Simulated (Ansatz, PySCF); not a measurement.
Gas-phase reaction in SMILES: N[Si](Cl)(Cl)Cl → Cl[Si](Cl)Cl + [NH2] (NH2) (the N-Si bond at the site shown breaks; other sites are not compared here)
Each molecule is optimised on its own at B3LYP-D3(BJ)/def2-TZVP (Ansatz, an electronic-structure program), one conformer each, not searched for the lowest. Frequencies are from Ansatz or PySCF.
Geometry of the first species:
```
Si
N 1 1.6862
H 2 1.0075 1 121.09
H 2 1.0075 3 112.95 1 -155.52
Cl 1 2.0424 2 108.29 3 163.61
Cl 1 2.0424 2 108.29 3 42.85
Cl 1 2.0541 2 115.20 3 -76.77
```
Charge 0, spin multiplicity 1.

Property: bond dissociation energy (enthalpy at 298 K, with B3LYP-D3(BJ) rigid-rotor harmonic-oscillator terms), in kcal/mol. Correlated levels leave the core frozen unless marked. UHF or UKS for open shells. Spin-orbit coupling is left out. No relativistic terms. CBS(X,Y): correlation extrapolated as X^-3; Hartree-Fock from the larger set. The bracket is a focal-point correction in the basis named.

RI-MP2/CBS(cc-pV(T+d)Z,cc-pV(Q+d)Z)+[CCSD(T)-MP2]/cc-pV(T+d)Z (Ansatz) gives 111.9 kcal/mol.

Q: Another calculation gave 101.8 kcal/mol. Which level was it?
A. BHLYP/def2-TZVPD (Ansatz)
B. revPBE/def2-TZVPD (Ansatz)
C. B2PLYP/def2-TZVPD (Ansatz)
D. M06-2X/def2-TZVPD (PySCF)

A: A, BHLYP/def2-TZVPD (Ansatz). The others give 94.9 (revPBE), 105.3 (B2PLYP), 109.4 (M06-2X) kcal/mol.
